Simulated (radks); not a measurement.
Dispersion coefficients C6 (hartree bohr^6) between ground-configuration atoms and ions, from the Casimir-Polder integral (3/pi) of alpha_A(iw) alpha_B(iw). All-electron calculation, scalar-relativistic Kohn-Sham, LB94 model potential, spin-polarised, spherical densities, finite nucleus; open shells are filled with parallel spins first; Fermi nuclear charge, rms radius of each element as measured or else 0.836 A^(1/3) + 0.57 fm. Program: a radial shooting solver on a logarithmic mesh with Libxc functionals. Response by self-consistent Sternheimer equations with the Hartree and adiabatic LDA kernel, the relativistic mass of each level held fixed and spin-orbit coupling left out.

\begin{tabular}{lrrrrrrr}
C6 & S & S+ & S2+ & S3+ & S4+ & S5+ & S6+ \\ \hline
S & 136.4 &  &  &  &  &  &  \\
S+ & 86.46 & 55.48 &  &  &  &  &  \\
S2+ & 59.04 & 38.11 & 26.25 &  &  &  &  \\
S3+ & 42.16 & 27.24 & 18.78 & 13.43 &  &  &  \\
S4+ & 31.35 & 20.19 & 13.90 & 9.941 & 7.364 &  &  \\
S5+ & 18.68 & 11.96 & 8.217 & 5.879 & 4.364 & 2.596 &  \\
S6+ & 1.052 & 0.7396 & 0.5379 & 0.3951 & 0.2906 & 0.1756 & 0.03815 \\
\end{tabular}

Static polarisabilities (bohr^3): S ([Ne] 3s2 3p4) 19.94, S+ ([Ne] 3s2 3p3) 11.17, S2+ ([Ne] 3s2 3p2) 7.267, S3+ ([Ne] 3s2 3p1) 5.163, S4+ ([Ne] 3s2) 3.952, S5+ ([Ne] 3s1) 2.494, S6+ ([Ne]) 0.07483. The combination rule 2 Ca Cb / ((alpha_b/alpha_a) Ca + (alpha_a/alpha_b) Cb) gives 4.364 for S5+-S4+, against 4.364 from the integral.
